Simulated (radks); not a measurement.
The numbers below are computed, except where a source is named.
The tellurium anion Te2-, [Xe], held by a Watson sphere: a shell of charge +1.29 at radius R that stands for the Madelung well of a crystal (potential energy -1.29/R inside, -1.29/r outside, in hartree with lengths in bohr). Level of theory: scalar-relativistic Kohn-Sham, LDA (Slater exchange, VWN5 correlation), spin-polarised, spherical densities, finite nucleus; Fermi nuclear charge, rms radius of each element as measured or else 0.836 A^(1/3) + 0.57 fm (a radial shooting solver on a logarithmic mesh with Libxc functionals). Response by self-consistent Sternheimer equations with the Hartree and adiabatic LDA kernel, the relativistic mass of each level held fixed and spin-orbit coupling left out. The sphere does not respond.

R (bohr)  e(4d) (eV)  e(5s) (eV)  e(5p) (eV)  <r> 5p (bohr)  sum of <r^2> (bohr^2)  X-ray form factor at sin(theta)/lambda = 0.1 1/angstrom  alpha (bohr^3)
2.36         -35.992     -11.042      -2.171          2.757                  83.00                                                   49.136           66.57
3.12         -35.458     -10.244      -1.793          2.917                  90.20                                                   48.891           87.85
3.96         -35.206      -9.615      -1.285          3.078                  98.21                                                   48.685           125.3
4.09         -35.169      -9.535      -1.208          3.100                  99.42                                                   48.660           132.6
4.4          -35.079      -9.358      -1.030          3.151                  102.3                                                   48.606           151.9
5.96         -34.650      -8.707      -0.299          3.371                  116.6                                                   48.441           310.0
